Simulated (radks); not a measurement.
The mean radii <r> (bohr) of the occupied orbitals of an atom or ion are listed with their occupations. Method: Dirac Kohn-Sham, BLYP, spin-unpolarised, spherical densities, finite nucleus; Fermi nuclear charge, rms radius of each element as measured or else 0.836 A^(1/3) + 0.57 fm; computed with a radial shooting solver on a logarithmic mesh with Libxc functionals.

orbital  occ.      <r>
1s1/2       2  0.02781
2s1/2       2   0.1194
2p1/2       2   0.1008
2p3/2       4   0.1064
3s1/2       2   0.3219
3p1/2       2   0.3123
3p3/2       4   0.3237
3d3/2       4   0.2947
3d5/2       6   0.2983
4s1/2       2   0.7645
4p1/2       2   0.8014
4p3/2       4   0.8302
4d3/2       4   0.9642
4d5/2       6   0.9764
5s1/2       2    2.030
5p1/2       1    2.421
5p3/2       2    2.523

Name the element and its charge. Open shells, if any, are shared by 2j + 1.

Answer. Z = 52, tellurium, charge +1: Te+ in [Kr] 4d10 5s2 5p3. The 1s radius gives Z: for a bare nucleus <r> = (2 gamma + 1)/(2Z) with gamma = sqrt(1 - (Z/c)^2), 0.02741 bohr for Z = 52, and screening makes it slightly larger (0.02781 here). The occupations add up to 51, and the charge is Z minus that.
